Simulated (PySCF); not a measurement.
**Constants of SnH, step by step**

State: ²Π, doublet, unpaired electrons π ↑. De refers to Sn + H. ROHF-based CCSD(T) in PySCF 2.14 with Sn cc-pwCVDZ-PP with ECP28, H aug-cc-pVDZ and Sn cc-pwCVTZ-PP with ECP28, H aug-cc-pVTZ (frozen core orbitals: 4; scalar-relativistic core potentials). Correlation energies are extrapolated as n⁻³ (n = 2, 3), Hartree–Fock as (n+1)·exp(−9√n).

```csv
Level,Re (Å),ωe (cm⁻¹),ωexe (cm⁻¹),αe (cm⁻¹),De (eV)
CCSD(T)/DZ,1.7769,1689.7,30.8,0.155,2.529
CCSD(T)/TZ,1.7687,1709.5,28.6,0.149,2.661
HF/CBS,1.7665,1792.8,24.7,0.130,1.752
MP2/CBS,1.7501,1782.1,25.2,0.138,2.494
CCSD/CBS,1.7629,1737.4,27.0,0.143,2.678
CCSD(T)/CBS,1.7659,1717.7,27.9,0.147,2.709
```

How much is left between CCSD(T)/TZ and the basis-set limit, and how much do the triples give at the limit?

CCSD(T)/CBS less CCSD(T)/TZ: -2.8 mÅ in Re, +8.2 cm⁻¹ in ωe and +0.048 eV in De. CCSD(T)/CBS less CCSD/CBS: +3.0 mÅ in Re, -19.7 cm⁻¹ in ωe and +0.031 eV in De.

The T1 diagnostic is 0.015. The state was picked by a PBE0 search and need not be the measured ground state. Spin–orbit coupling, excitations beyond (T) and corrections to the Born–Oppenheimer picture are left out, and spin–orbit coupling matters for open p, d or f shells this heavy.

The whole job (state search and all basis sets along the bond) took about 5.8 min on 4 threads of Arm Neoverse V2 (shared host), peak memory 5.2 GiB.
